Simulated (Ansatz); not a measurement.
```yaml
crystal:
  periodic: [false, false, false]
  atoms:
    - {symbol: Au, position_ang: [0.188408, -1.573170, 0.034716]}
    - {symbol: Au, position_ang: [-0.750302, 1.628399, -0.028161]}
    - {symbol: O, position_ang: [0.404389, 0.155705, 0.013047]}
basis:
  gaussian: {orbitals: def2-TZVP}
total_charge: 1
magnetization: {spin_polarized: false, initial_magnetization: 1}
hamiltonian: {xc: {name: r2SCAN50}, dispersion: d4, pseudopotentials: {relativity: none}}
scf: {omitted_lower_state_checks: [starts]}
output: {forces: true}
```

```sh
$ ansatz run in.yaml --threads 4 --pin off --events-out ev --progress --plain --max-ram 3916MiB
```

Output, abridged:

```
Functional definition: r2SCAN50
960 factors; integrals over basis functions are off by at most 1.2e-3 eV
mean field evaluation 1: about -9407.2697 eV, gradient 7.7e1 eV
mean field evaluation 2: about -9407.5386 eV, gradient 7.7e1 eV
mean field evaluation 4: about -9415.3968 eV, gradient 3.5e1 eV
mean field evaluation 8: about -9417.5626 eV, gradient 8.3e-1 eV
mean field evaluation 16: about -9417.5524 eV, gradient 1.7e0 eV
mean field evaluation 32: about -9418.4694 eV, gradient 1.6e-5 eV
mean field -9418.46939744 eV, -346.1223662882 hartree, gradient 8.2e-6 eV, S^2 0.750000; 0 other end points of the search recorded, 0 dependent functions left out
reference -9418.46940883 eV, -346.1223667066 hartree; 23, 22 occupied and 88, 89 virtual orbitals, 960 factors
Total energy: -9418.49164363 eV, -346.1231838204 hartree
Atom 0 at     0.188408    -1.573170     0.034716 Å, force    -0.729205    -6.146083     0.077688 eV/Å
Atom 1 at    -0.750302     1.628399    -0.028161 Å, force    -1.453327     1.911368    -0.052713 eV/Å
Atom 2 at     0.404389     0.155705     0.013047 Å, force     2.182532     4.234715    -0.024976 eV/Å
Dipole moment:    -0.313025    -0.076041    -0.004205 e Å
Checks for a lower state left out: starts
```

Hardware: 4 threads of Intel Xeon 6975P-C on a shared host. Wall time 4.6 s.

In the def2 sets Au takes a core potential; there is no spin–orbit coupling.

With spin_polarized false and unpaired electrons the run is restricted open-shell.

The dipole of an ion depends on the origin.
